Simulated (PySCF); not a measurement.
Computed structure and properties of [Y(OH)4]−

System: [Y(OH)4]− (singlet); start: template (S4). Method: PySCF 2.14.0, RKS PBE0, Y def2-SVP with ECP28, O def2-SVP, H def2-SVP; non-relativistic Hamiltonian with scalar-relativistic core potentials where named; density fitting; no spin-orbit coupling.

Input of the relaxation:

```python
mol = gto.M(atom='''
Y      0.00000    -0.00000     0.00000
O      1.21940     1.21940     1.21940
H      1.98650     1.49150     1.73900
O     -1.21940    -1.21940     1.21940
H     -1.98650    -1.49150     1.73900
O      1.21940    -1.21940    -1.21940
H      1.49150    -1.98650    -1.73900
O     -1.21940     1.21940    -1.21940
H     -1.49150     1.98650    -1.73900''',
    basis={'Y': 'def2-SVP', 'O': 'def2-SVP', 'H': 'def2-SVP'},
    ecp={'Y': 'def2-SVP'},
    charge=-1, spin=0)
mf = dft.RKS(mol, xc='PBE0')
mf.grids.atom_grid = (50, 194)
mf = mf.density_fit()  # fitting sets: Y def2-universal-JKFIT, O def2-universal-JKFIT, H def2-universal-JKFIT
mf.conv_tol = 1e-08; mf.max_cycle = 55
mf.kernel(dm0)  # dm0: converged density of the start geometry
# quasi-Newton relaxation in Cartesian coordinates to a largest gradient under 0.00045 Eh/bohr, steps kept in the point group
```

Run from Python with OMP_NUM_THREADS=2; the lines above give its settings. Where DIIS fails, smearing, a level shift and second-order steps follow.
It took 100 s on 2 threads of Arm Neoverse V1, on a shared host, from the converged density of the start.

Course of the relaxation:

| step | energy above end (eV) | largest force component within the symmetry (eV/Å) |
| --- | --- | --- |
| 0 | 0.0555 | 0.488 |
| 1 | 0.0372 | 0.132 |
| 2 | 0.0353 | 0.044 |
| 3 | 0.0348 | 0.023 |
| 4 | 0.0346 | 0.032 |
| 5 | 0.0333 | 0.096 |
| 6 | 0.0322 | 0.128 |
| 7 | 0.0297 | 0.105 |
| 21 | 0.0031 | 0.271 |
| 22 | 0.0026 | 0.252 |
| 23 | 0.0002 | 0.050 |
| 24 | 0.0001 | 0.023 |
| 25 | 0.0000 | 0.024 |
| 26 | 0.0000 | 0.021 |
(The steps between are left out.)

Relaxed geometry (S4):

```xyz
9

Y     0.0000    0.0000    0.0003
O     1.1623    1.3361    1.1707
H     2.1103    1.4796    1.1889
O    -1.1623   -1.3361    1.1707
H    -2.1103   -1.4796    1.1889
O     1.3358   -1.1626   -1.1703
H     1.4763   -2.1112   -1.1895
O    -1.3358    1.1626   -1.1703
H    -1.4763    2.1112   -1.1895
```

```tsv
contact	Å
Y1–O2 (OH)	2.123
Y1–O4 (OH)	2.123
Y1–O6 (OH)	2.123
Y1–O8 (OH)	2.123
```

On the finer grid (75, 302):

- HOMO: -2.54 eV
- LUMO: 3.82 eV
- Dipole about the centre of mass: 0.00 D
- Set of Mulliken populations of Y1 outside the core potential: s 2.25, p 6.46, d 1.49, f 0.17
- D3(BJ) dispersion energy (not in the energies): -0.121 eV

```csv
atom,Mulliken (e),Löwdin (e),spin (e)
Y1,0.64,-0.06,0.00
O2,-0.55,-0.29,0.00
H3,0.14,0.05,0.00
O4,-0.55,-0.29,0.00
H5,0.14,0.05,0.00
O6,-0.55,-0.29,0.00
H7,0.14,0.05,0.00
O8,-0.55,-0.29,0.00
H9,0.14,0.05,0.00
```

On the grid (50, 194), as all that follows. Harmonic modes: a minimum; lowest 67 cm⁻¹ (negative: unstable), highest 3955 cm⁻¹, zero-point energy 1.263 eV.

Taking off one OH (charge -1, singlet; the rest: singlet) in vacuum, both parts rigid, costs 6.00 eV; the small basis without counterpoise inflates it.

Rigid scan of OH along the line from its metal:

```json
{"distance to O2 (Å)": "1.82", "energy (eV)": "1.036"}
{"distance to O2 (Å)": "1.92", "energy (eV)": "0.393"}
{"distance to O2 (Å)": "2.02", "energy (eV)": "0.084"}
{"distance to O2 (Å)": "2.12", "energy (eV)": "0.000"}
{"distance to O2 (Å)": "2.22", "energy (eV)": "0.063"}
{"distance to O2 (Å)": "2.32", "energy (eV)": "0.220"}
{"distance to O2 (Å)": "2.52", "energy (eV)": "0.679"}
{"distance to O2 (Å)": "2.82", "energy (eV)": "1.460"}
{"distance to O2 (Å)": "3.22", "energy (eV)": "2.390"}
{"distance to O2 (Å)": "3.72", "energy (eV)": "3.248"}
```

One start shape was tried, so this needn't be the lowest isomer.
